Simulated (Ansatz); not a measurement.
CH₃B₂Br, SMILES `BrB1BC1`, relaxed with RKS PBE-D4/def2-SVP in the Gaussian-basis code of Ansatz from a rough embedded geometry. The force threshold is 0.03 eV/Å; the program also tests the step.

Total charge 0; spin multiplicity 1.

Start:

```xyz
7

Br    0.661   -1.544   -2.382
B     0.182   -0.491   -0.766
B    -0.886    0.558    0.083
C     0.392    0.112    0.689
H    -1.898    1.229    0.166
H     1.248    0.811    0.738
H     0.300   -0.675    1.471
```

Problem. By how much does the energy fall, and how many steps does the optimiser take? (Best estimate.)

Solution. Ansatz gave: 0.99 eV, in 26 steps, 3 of them rejected.

Problem. Which bonds change most? (Best estimate.)

Solution. Ansatz gave: B2–B3 from 1.722 to 1.554 Å; Br1–B2 from 1.987 to 1.910 Å; B2–C4 from 1.589 to 1.628 Å; C4–H7 from 1.113 to 1.146 Å.

Problem. Give the relaxed structure. (Best estimate.)

Solution. Ansatz gave: 
```xyz
7

Br    0.551   -1.903   -1.833
B    -0.143   -0.515   -0.719
B    -0.956    0.604   -0.010
C     0.364    0.283    0.607
H    -1.817    1.395    0.261
H     0.932    0.671    1.475
H     1.068   -0.534    0.220
```
